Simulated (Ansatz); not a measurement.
Consider the ligand exchange at a Zn–N bond: `C[N](C)[Zn][NH2]` + `OCF` → `[NH2][Zn][O]CF` + `CNC`.

Computed with Ansatz on PBE0-D4/def2-TZVP structures; ΔE is electronic, products minus reactants. CCSD(T)/CBS is the MP2 limit (def2-TZVPP, def2-QZVPP) plus CCSD(T) − MP2 in def2-TZVPP, frozen cores. DFT in def2-TZVPP. For Zn outer-core shells are correlated without core-valence functions, which leaves a few kJ/mol of doubt a bond. Scalar relativity is left out up to krypton. One conformer a species, not always the lowest.

| level | ΔE (kJ/mol) |
| --- | --- |
| r2SCAN-D4 | -48.3 |
| RPA@PBE/def2-TZVPP | -47.7 |
| HF/def2-SVP | -71.7 |
| CCSD/def2-TZVPP | -50.0 |

Q: What does CCSD(T)/CBS give? (Best estimate.)

A: Computed: -49.3 kJ/mol. The listed levels differ from it by 1.0, 1.6, -22.4, -0.7 kJ/mol.

Largest T1 diagnostic among the species: 0.015.

The D4 term adds +3.1 kJ/mol with B3LYP and +1.8 kJ/mol with PBE0; it sums over pairs of atoms, weighted by their polarisabilities, and B3LYP, whose exchange is more repulsive, gets the larger term. At CCSD(T), def2-SVP lies −10.7 kJ/mol from the extrapolated value and def2-TZVPP +1.7 kJ/mol.

CCSD(T)/CBS has its own doubt, a few kJ/mol and more with outer-core shells, so smaller differences from it don't rank the levels.

B3LYP here is the variant with VWN-RPA as its local correlation; programs differ in this.
